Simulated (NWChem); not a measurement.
System meant: C₄H₇N; SMILES NCC=C=C

The following NWChem deck was run.

```
start job
memory heap 200 mb stack 900 mb global 1100 mb
geometry units angstroms noautoz
  C     -0.499233    -2.169028     0.000000
  C      0.272107    -1.099799     0.000000
  C      1.014282    -0.008898     0.000000
  C      0.445680     1.405628     0.000000
  N     -0.999500     1.547096     0.000000
  H     -0.830566    -2.643110    -0.940831
  H     -0.830566    -2.643110     0.940831
  H      2.117111    -0.108588     0.000000
  H      0.861780     1.945450     0.881475
  H      0.861780     1.945450    -0.881475
  H     -1.385039     1.047927     0.813566
  H     -1.385039     1.047927    -0.813566
end
basis spherical
  * library def2-svp
end
dft
  odft
  mult 2
  xc xpbe96 cpbe96
  iterations 150
  mulliken
end
task dft energy
```

End of the output:

```
 Summary of "ao basis" -> "" (spherical)
 ------------------------------------------------------------------------------
       Tag                 Description            Shells   Functions and Types
 ---------------- ------------------------------  ------  ---------------------
 *                          def2-svp                  on all atoms

  pbe96 is a nonlocal functional; adding pw91lda local functional.

                                 NWChem DFT Module
                                 -----------------

 Summary of "ao basis" -> "ao basis" (spherical)
 ------------------------------------------------------------------------------
       Tag                 Description            Shells   Functions and Types
 ---------------- ------------------------------  ------  ---------------------
 C                          def2-svp                 6       14   3s2p1d
 N                          def2-svp                 6       14   3s2p1d
 H                          def2-svp                 3        5   2s1p

 Summary of "ao basis" -> "ao basis" (spherical)
 ------------------------------------------------------------------------------
       Tag                 Description            Shells   Functions and Types
 ---------------- ------------------------------  ------  ---------------------
 C                          def2-svp                 6       14   3s2p1d
 N                          def2-svp                 6       14   3s2p1d
 H                          def2-svp                 3        5   2s1p

      Symmetry analysis of basis
      --------------------------

        a'         69
        a"         36

  number of electrons :                   38
  multiplicity        :                    2
 ------------------------------------------------------------------------
  no. of electrons and multiplicity not compatible                  38
 ------------------------------------------------------------------------
 ------------------------------------------------------------------------
  current input line :
    27: task dft energy
 ------------------------------------------------------------------------
 ------------------------------------------------------------------------
 There is an error in the input file
 ------------------------------------------------------------------------
 For more information see the NWChem manual at https://nwchemgit.github.io

0: no. of electrons and multiplicity not compatible:Received an Error in Communication
```

### Question
Can this run be used? If not, why, and what is the fix?

### Answer
The input was rejected before any calculation. Cause: the multiplicity doesn't fit the number of electrons (an even count wants an odd multiplicity, and the reverse). This input runs:
```
start job
memory heap 200 mb stack 900 mb global 1100 mb
geometry units angstroms noautoz
  C     -0.499233    -2.169028     0.000000
  C      0.272107    -1.099799     0.000000
  C      1.014282    -0.008898     0.000000
  C      0.445680     1.405628     0.000000
  N     -0.999500     1.547096     0.000000
  H     -0.830566    -2.643110    -0.940831
  H     -0.830566    -2.643110     0.940831
  H      2.117111    -0.108588     0.000000
  H      0.861780     1.945450     0.881475
  H      0.861780     1.945450    -0.881475
  H     -1.385039     1.047927     0.813566
  H     -1.385039     1.047927    -0.813566
end
basis spherical
  * library def2-svp
end
dft
  xc xpbe96 cpbe96
  iterations 150
  mulliken
end
task dft energy
```
It converges to -210.88524 Ha (PBE/def2-SVP).
